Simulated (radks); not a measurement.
Problem. These are the eigenvalues of the occupied orbitals of an atom or ion with whole-number occupations (eV). All-electron calculation, scalar-relativistic Kohn-Sham, PBE, spin-polarised, spherical densities, finite nucleus; Fermi nuclear charge, rms radius of each element as measured or else 0.836 A^(1/3) + 0.57 fm. Program: a radial shooting solver on a logarithmic mesh with Libxc functionals.

orbital  eigenvalue
1s down   -51903.83
1s up     -51903.83
2s up     -8648.836
2s down   -8648.775
2p up     -7691.671
2p down   -7691.629
3s up     -1962.540
3s down   -1959.575
3p up     -1667.293
3p down   -1664.341
3d up     -1282.041
3d down   -1279.783
4s up     -434.4414
4s down   -427.7838
4p up     -336.8850
4p down   -330.3040
4d up     -202.8572
4d down   -196.3773
5s up      -94.3990
5s down    -91.2891
5p up      -69.1993
5p down    -66.9063
4f up      -56.5496

Which element is it, and in what charge state? The configuration may be excited. Open shells, if any, are filled with parallel spins first.

Solution. Z = 65, terbium, charge +4: Tb4+ in [Xe] 4f7. The list shows which subshells hold electrons but not how many an open one holds; the 1s level, -1907.4 hartree, gives Z - s = 61.8 by -(Z - s)^2/2, which with screening and relativity narrows Z to a few neighbours, and the depths of the outer levels then fix element, charge and occupations together.
